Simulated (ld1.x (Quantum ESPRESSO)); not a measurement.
**Cutoff test, bromine, ultrasoft**

Br, ultrasoft, made with ld1.x (Quantum ESPRESSO) 7.5 (BP86, scalar-relativistic). Core [Ar] 3d10, reference 4s1.75 4p5.25. Waves: 4s (bound): rcut 1.40, rcutus 1.55 bohr; 4s channel at 0.05 Ry: rcut 1.40, rcutus 1.55 bohr; 4p (bound): rcut 1.20, rcutus 1.55 bohr; 4p channel at -0.05 Ry: rcut 1.20, rcutus 1.55 bohr; 4d channel at 0.05 Ry: rcut 1.35, rcutus 1.60 bohr. Local part: all-electron potential smoothed inside 1.20 bohr (lloc = -2). Core correction: a·sin(br)/r model core, default radius (core density twice the valence density). Augmentation charge: PSQ, inside the norm-conserving radii.

The pseudo-atom Hamiltonian at the reference potential is diagonalised in spherical Bessel functions j_l(qr) that vanish at 20 bohr, with q² up to the cutoff. All-electron valence levels (Ry): 4s -1.5041, 4p -0.5967.

**Question.** How do the lowest levels (Ry) of each channel move with the cutoff, and are there ghosts?

**Answer.**

| cutoff (Ry) | s #1 | p #1 | d #1 | d #2 | f #1 | Σ f·Δε (mRy) |
| --- | --- | --- | --- | --- | --- | --- |
| 8 | -1.4964 | -0.5834 | 0.0666 | 0.1552 | 0.1156 | 85.0 |
| 10 | -1.4989 | -0.5932 | 0.0666 | 0.1550 | 0.1156 | 29.5 |
| 15 | -1.5032 | -0.5967 | 0.0666 | 0.1549 | 0.1156 | 3.4 |
| 18 | -1.5039 | -0.5967 | 0.0666 | 0.1549 | 0.1156 | 2.1 |
| 25 | -1.5040 | -0.5967 | 0.0666 | 0.1549 | 0.1156 | 1.9 |
| 30 | -1.5042 | -0.5967 | 0.0666 | 0.1549 | 0.1156 | 1.4 |
| 40 | -1.5043 | -0.5969 | 0.0666 | 0.1549 | 0.1156 | 0.5 |
| 45 | -1.5043 | -0.5969 | 0.0666 | 0.1549 | 0.1156 | 0.4 |
| 400 | -1.5044 | -0.5969 | 0.0666 | 0.1549 | 0.1156 | 0.0 |

Result: no extra level below or beside the all-electron valence levels (s, p, d, f tested); 10 mRy is reached at 12 Ry and 1 mRy at 35 Ry.
